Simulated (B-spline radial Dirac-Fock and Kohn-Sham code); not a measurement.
Z = 77 (iridium), transition energy 1400 keV. Model: a Dirac-Hartree-Slater potential of the neutral atom with a Latter tail (no hole, which puts coefficients of high multipoles low close above an edge), finite nucleus with surface currents. Program: a radial atomic solver. Subshells that would emit electrons below 1 keV are left out, and so is internal pair formation.

Q: A pure transition shows α(K) = 0.00812, L1/L2 = 2.41 and L1/L3 = 17.9. What is its multipolarity?
A. E3
B. M1
C. E2
D. E4
E. M4
F. E1
G. M3
H. M2

A: D. For comparison, α(K), L1/L2, L1/L3 are E1 0.000949, 19.2, 23.9; E2 0.00226, 7.25, 23.7; E3 0.00450, 3.72, 21.6; M1 0.00437, 14.3, 123; M2 0.0102, 10.7, 104; M3 0.0181, 7.98, 44.6; M4 0.0299, 6.23, 20.3.

Values without a named source are computed, but for edge energies of neutral atoms, which are taken from tables.
